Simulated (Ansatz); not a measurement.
Consider the formal loss of a carbene: `C=NC[SiH2]C` → `C=NC[SiH3]` + `[CH2]` (triplet).

Calculated with Ansatz (gas phase, PBE0-D4/def2-TZVP geometries, no zero-point term in ΔE). CCSD(T)/CBS is the MP2 limit (def2-TZVPP, def2-QZVPP) plus CCSD(T) − MP2 in def2-TZVPP, frozen cores. This one scheme is used for every species. Functionals use def2-TZVPP. HSE06 is defined as in plane-wave codes. Triplets are unrestricted, without spin–orbit coupling. Each species was taken in one conformer, which may not be the lowest.

```tsv
level	ΔE (kJ/mol)	difference from CCSD(T)/CBS
PBE-D4	486.6	6.4
BLYP-D4	471.3	-8.9
r2SCAN-D4	460.2	-20.0
B2PLYP	469.6	-10.6
revPBE	454.1	-26.1
r2SCAN	458.2	-22.0
HSE06	473.1	-7.1
MP2/def2-TZVPP	482.9	2.7
CCSD/def2-TZVPP	456.2	-24.0
CCSD/CBS(def2)	468.7	-11.5
CCSD(T)/CBS	480.2	0
```

Largest T1 diagnostic among the species: 0.012.

At CCSD(T), def2-SVP lies −28.9 kJ/mol from the extrapolated value and def2-TZVPP −12.5 kJ/mol. The D4 term adds +10.9 kJ/mol with B3LYP and +6.1 kJ/mol with PBE0; it sums over pairs of atoms, weighted by their polarisabilities, and B3LYP, whose exchange is more repulsive, gets the larger term.

B3LYP here is the variant with VWN-RPA as its local correlation; programs differ in this.
